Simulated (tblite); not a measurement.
Question: Give a GFN2-xTB geometry of `C=CC[C@@H]1C[C@H]([Si@@H](F)[SiH3])O1`.

Answer: 
```xyz
23
C6H13FOSi2 angstrom
C      2.7720    0.7987   -1.8029
C      2.5177    0.8950   -0.5116
C      1.1453    0.9842    0.0718
C      0.8515   -0.2319    0.9505
C      0.6205   -1.5435    0.1971
C     -0.8257   -1.4234    0.6909
Si    -2.1836   -0.9227   -0.5530
F     -3.3286   -2.0726   -0.4479
Si    -2.9410    1.1377    0.1514
O     -0.4839   -0.2377    1.4608
H      1.9830    0.7975   -2.5373
H      3.7764    0.7279   -2.1835
H      3.3281    0.8951    0.2058
H      1.0560    1.8805    0.6914
H      0.3953    1.0375   -0.7204
H      1.5782   -0.2867    1.7707
H      1.1700   -2.3970    0.5871
H      0.7622   -1.4826   -0.8797
H     -1.1304   -2.2281    1.3674
H     -1.6920   -1.1772   -1.9107
H     -4.2291    1.4634   -0.4788
H     -2.0148    2.2009   -0.2528
H     -3.1319    1.2119    1.5992
```

Orientation and origin are arbitrary. Atoms count from 1 in this order. Si7 (fluorine-bound silicon) is distorted tetrahedral (angles from 100.0° to 123.2°). Of the pairs four or more bonds apart, Si7···H15 is among the closest relative to their van der Waals radii: 3.24 Å, 98 % of the sum of Bondi's values. The 4-membered ring C4–C5–C6–O10 has internal angles of 85.2° to 91.9° (sum 360°, against 360° for a flat polygon); it is almost planar, 0.03 Å rms from its mean plane, widest ring torsion 4°. Si9 (SiH3 silicon) is distorted tetrahedral (angles from 105.9° to 113.0°).

Bonds between heavy atoms (Å): C1=C2 1.320, C2–C3 1.494, C3–C4 1.529, C4–C5 1.530, C5–C6 1.533, C6–Si7 1.908, Si7–F8 1.626, Si7–Si9 2.305, C6–O10 1.454, C4–O10 1.430.

Computed geometry: GFN2-xTB, gas phase.

Point group: C1 (no symmetry element, even within 0.4 Å). Its GFN2-xTB frequencies are all real (lowest 23 cm⁻¹). One conformer, not necessarily the lowest (C1–C2–C3–C4 116°, C2–C3–C4–C5 -72°, C5–C6–Si7–F8 126°). 3 starts were optimised and ended at 0.00, 0.22 and 4.04 kcal/mol (GFN2-xTB); the lowest of these is shown.
